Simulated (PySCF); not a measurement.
**Ionisation energy of Ag by level of theory**

Ag [Kr] 4d10 5s1 [5s1/2^1, M_J = 1/2] → Ag⁺ [Kr] 4d10, as a difference of total energies. Computed with PySCF 2.14 in x2c-SVPall-2c with one added diffuse shell each of s, p, d type (7s9p7d1f, 76 functions), with the two-component X2C-1e Hamiltonian. Correlated levels: [Ar] 3d10 frozen; the 6 highest virtual spinors dropped. "Screened" scales the spin-orbit matrix elements by Boettger's factors to mimic the two-electron term; Breit and QED terms are absent.

```tsv
method	ionisation energy (eV)	error (eV)
GHF (spin-free)	6.348	-1.228
GMP2 (spin-free)	7.062	-0.514
GHF (screened spin-orbit)	6.350	-1.226
GMP2 (screened spin-orbit)	7.065	-0.511
```

Reference: 7.576 eV (measured; NIST Atomic Spectra Database, ionization energies).

Errors of the correlated levels include the incompleteness of this basis and the frozen core.
